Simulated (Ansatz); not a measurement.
**Worked example: C2H4Si + Si3H7O → SiH3(CC) + Si3H8O**

Gas-phase species: C2H4Si `C#C[SiH3]`, singlet; Si3H7O `[SiH3]O[SiH][SiH3]`, doublet; SiH3(CC), doublet; Si3H8O `[SiH3]O[SiH2][SiH3]`, singlet. A radical takes H: the energy is the difference in strength between the C–H bond broken and the Si–H bond made.

Shapes, held fixed at every level: PBE0-D4/def2-TZVP. Flexible molecules stand in one conformer, not always the lowest. Programs: Ansatz 0.2.0. Electronic energies: no zero-point or thermal term.

At B2PLYP/def2-TZVPP; 1 Eh = 2625.50 kJ/mol:

| species | energy (Eh) |
| --- | --- |
| C2H4Si | -367.887696 |
| Si3H7O | -947.578876 |
| SiH3(CC) | -367.168068 |
| Si3H8O | -948.224618 |

Task: Work out ΔE of the reaction at this level.

Result: 
1. Products less reactants: (-367.168068) + (-948.224618) − [(-367.887696) + (-947.578876)] = 0.073886 Eh = +194.0 kJ/mol.

Other levels give +131.9 (HF/def2-TZVPP) to +195.7 kJ/mol (B3LYP-D4/def2-TZVPP). No measured value is set beside it here. Spin contamination: SiH3(CC) (⟨S²⟩ up to 1.16). Open shells run unrestricted.
